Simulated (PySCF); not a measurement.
Isomers of C7H7N2 (doublet state), one GFN2-xTB conformer each. Single-point energies are computed at B3LYP/pcH-1 (PySCF, gas phase, no added dispersion term), electronic only. GFN2-xTB treats the open shell by occupation alone, and not every SCF solution was tested for stability.

```
                  SMILES  GFN2-xTB relative energy (kJ/mol)
         C=Nc1ccccc1[NH]                                0.0
[CH2]/N=C/[C@H](C#N)C#CC                              228.2
      CC#C[C](C#N)/C=N/C                              158.6
```

Conformers: `[CH2:1]=[N:2][c:3]1[cH:4][cH:5][cH:6][cH:7][c:8]1[NH:9]` (doublet state) with C1–N2–C3–C4 141°, C7–C8–N9–H 173°; `[CH2:1]/[N:2]=[CH:3]/[C@H:4]([C:5]#[N:6])[C:7]#[C:8][CH3:9]` (doublet state) with H–C1–N2–C3 -165° and 19°, N2–C3–C4–C5 -103°; `[CH3:1][C:2]#[C:3][C:4]([C:5]#[N:6])/[CH:7]=[N:8]/[CH3:9]` (doublet state) with C3–C4–C7–N8 0°.

Q: What does B3LYP/pcH-1 give for the same structures?

A: 
| SMILES | B3LYP/pcH-1 E (Eh) | B3LYP/pcH-1 (kJ/mol) | GFN2-xTB (kJ/mol) | point group |
| --- | --- | --- | --- | --- |
| C=Nc1ccccc1[NH] | -380.40836 | 0.0 | 0.0 | C1 |
| CC#C[C](C#N)/C=N/C | -380.36476 | 114.5 | 158.6 | – |
| [CH2]/N=C/[C@H](C#N)C#CC | -380.33047 | 204.5 | 228.2 | C1 |

Both levels put the same isomer lowest; measured from each level's own lowest isomer, the values differ by up to 44.1 kJ/mol (CC#C[C](C#N)/C=N/C: 158.6 against 114.5). As drawn, the lowest has an N–H bond, which the highest lacks.
